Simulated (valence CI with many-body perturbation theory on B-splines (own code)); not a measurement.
# Level structure of Zr27+

Level of theory: valence CI with perturbative core correlation (CI+MBPT): three valence electrons over a frozen Dirac-Fock core [Ne], radial functions for each j: 11 s, 11 p, 9 d, 7 f, 5 g, 2 h, 1 i, with the one-electron correlation potential Σ1, the two-electron term Σ2, the three-electron term Σ3, Breit, model QED; selected CI, second order for the rest (own B-spline code, finite nucleus).

The last digits are not significant, and no measured levels were compared; by estimate large intervals hold to a few tenths of a per cent, small ones and those within an open d or f shell to about a per cent.

Levels 46 to 69 of 69, with energies above the lowest level, 3s²3p ²P°_1/2. "Leading %" is the weight of the configuration and term that name the level; weights of strongly mixed levels are sums over their largest components and can fall short. Lifetimes count E1, E2, E3, M1 and M2 decay at the calculated energies, and are blank where another channel may lead or the interval is too uncertain; long ones can be off by a factor of two.

| No. | Configuration | Term | J | E (cm⁻¹) | Leading % | Second component | Lifetime | g |
| --- | --- | --- | --- | --- | --- | --- | --- | --- |
| 46 | 3p²3d | ⁴D | 1/2 | 2162100 | 81 | 17 % 3p²3d ²P | 14.6 ps | 0.142 |
| 47 | 3p²3d | ⁴F | 7/2 | 2174700 | 57 | 30 % 3p²3d ⁴D | 19.2 ps | 1.275 |
| 48 | 3p²3d | ⁴F | 9/2 | 2204400 | 56 | 40 % 3p²3d ²G | 25.1 ps | 1.234 |
| 49 | 3p²3d | ⁴D | 3/2 | 2211700 | 46 | 32 % 3p²3d ²P | 12.7 ps | 1.210 |
| 50 | 3p²3d | ⁴D | 5/2 | 2214400 | 39 | 21 % 3p²3d ⁴F | 12.7 ps | 1.259 |
| 51 | 3p²3d | ²D | 5/2 | 2253500 | 43 | 39 % 3p²3d ⁴P | 7.70 ps | 1.362 |
| 52 | 3p²3d | ⁴P | 3/2 | 2259200 | 41 | 22 % 3p²3d ²D | 6.99 ps | 1.317 |
| 53 | 3p²3d | ²G | 7/2 | 2263100 | 64 | 11 % 3p²3d ⁴F | 23.9 ps | 0.971 |
| 54 | 3p²3d | ⁴P | 1/2 | 2267600 | 41 | 26 % 3p²3d ²P | 7.77 ps | 1.697 |
| 55 | 3p²3d | ⁴D | 7/2 | 2323900 | 60 | 17 % 3p²3d ²F | 15.1 ps | 1.320 |
| 56 | 3p²3d | ²P | 1/2 | 2328600 | 72 | 12 % 3p²3d ⁴P | 7.42 ps | 0.879 |
| 57 | 3p²3d | ²D | 3/2 | 2341600 | 68 | 11 % 3p²3d ²P | 11.4 ps | 0.884 |
| 58 | 3p²3d | ²D | 5/2 | 2347600 | 46 | 23 % 3p²3d ²F | 7.40 ps | 1.142 |
| 59 | 3p²3d | ²G | 9/2 | 2349500 | 45 | 43 % 3p²3d ⁴F | 20.2 ps | 1.204 |
| 60 | 3p²3d | ²P | 1/2 | 2351300 | 38 | 22 % 3p²3d ⁴P | 10.5 ps | 1.294 |
| 61 | 3p²3d | ⁴P | 3/2 | 2365500 | 41 | 31 % 3p²3d ²D | 6.65 ps | 1.231 |
| 62 | 3p²3d | ²F | 5/2 | 2374900 | 34 | 24 % 3p²3d ⁴P | 6.29 ps | 1.137 |
| 63 | 3s3d² | ⁴F | 3/2 | 2410200 | 97 |  | 6.94 ps | 0.414 |
| 64 | 3s3d² | ⁴F | 5/2 | 2421200 | 97 |  | 7.44 ps | 1.030 |
| 65 | 3s3d² | ⁴F | 7/2 | 2435700 | 98 |  | 8.25 ps | 1.232 |
| 66 | 3p²3d | ²F | 7/2 | 2449900 | 75 | 9 % 3s3d² ²F | 6.57 ps | 1.114 |
| 67 | 3p²3d | ²S | 1/2 | 2450300 | 49 | 22 % 3p²3d ⁴P | 7.27 ps | 2.001 |
| 68 | 3p²3d | ²P | 3/2 | 2451400 | 42 | 19 % 3s3d² ²P | 8.82 ps | 1.193 |
| 69 | 3s3d² | ⁴F | 9/2 | 2454500 | 99 |  | 9.22 ps | 1.329 |

Names give the largest LS component (configuration and term), which can be under half, so a name can repeat, a term be missing and a line seem to break the LS rules; names also repeat where a configuration has a term twice.
